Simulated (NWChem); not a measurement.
BeCl, doublet; SMILES [Be][Cl]

Results from NWChem. Pople sets run with spherical d functions. Spin-unrestricted. Geometry: optimised at PBE0/def2-SVP, spin-unrestricted. This spin state was assumed; another may lie lower. No stability test was run on the SCF state. Vertical excitations in the gas phase; the lowest state need not have the same character in each row. Excited states of an open shell can be spin-contaminated.

Order these by “lowest excitation (eV)”, lowest first: B3LYP/6-31+G*, TDA; LDA (Slater exchange, VWN5)/6-31+G*, TDA; PBE/6-31+G*, TDA.

LDA (Slater exchange, VWN5)/6-31+G*, TDA (3.43), PBE/6-31+G*, TDA (3.50), B3LYP/6-31+G*, TDA (3.56)
